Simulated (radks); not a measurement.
Initial-state core-level shifts of neutral lutetium when its valence configuration changes from [Xe] 4f14 5d1 6s2. Calculated with a radial shooting solver on a logarithmic mesh with Libxc functionals: Dirac Kohn-Sham, PBEsol, spin-unpolarised, spherical densities, finite nucleus; open shells fill j = l - 1/2 first; Fermi nuclear charge, rms radius 5.37 fm. Shifts are changes of the shell-averaged eigenvalues in eV (positive: less bound); the change of the density at the nucleus, which sets a Mossbauer isomer shift, is in e/bohr^3, on a base of 1.11e+06.

4f14 5d1 6s1 6p1: 2p -1.249; 4s -1.248; 4d -1.249; 5p -1.254; density at nucleus -42.3
4f14 6s2 6p1: 2p -3.020; 4s -2.995; 4d -3.022; 5p -2.940; density at nucleus +19.6
4f12 6s2 6p3: 2p -28.367; 4s -29.423; 4d -28.441; 5p -16.893; density at nucleus +215.0
4f14 5d1 6s1.5 6p0.5: 2p -0.635; 4s -0.635; 4d -0.636; 5p -0.638; density at nucleus -20.5
4f13 5d2 6s2: 2p -7.734; 4s -8.385; 4d -7.931; 5p -3.118; density at nucleus +60.8
4f13.5 5d1 6s1.5 6p1: 2p -5.923; 4s -6.240; 4d -6.040; 5p -3.679; density at nucleus +16.1
4f14 5d0.5 6s2 6p0.5: 2p -1.424; 4s -1.414; 4d -1.427; 5p -1.397; density at nucleus +9.0
4f13 5d1 6s2 6p1: 2p -11.081; 4s -11.704; 4d -11.269; 5p -6.272; density at nucleus +83.4
4f14 5d1.5 6s1.5: 2p +0.599; 4s +0.594; 4d +0.604; 5p +0.586; density at nucleus -26.6
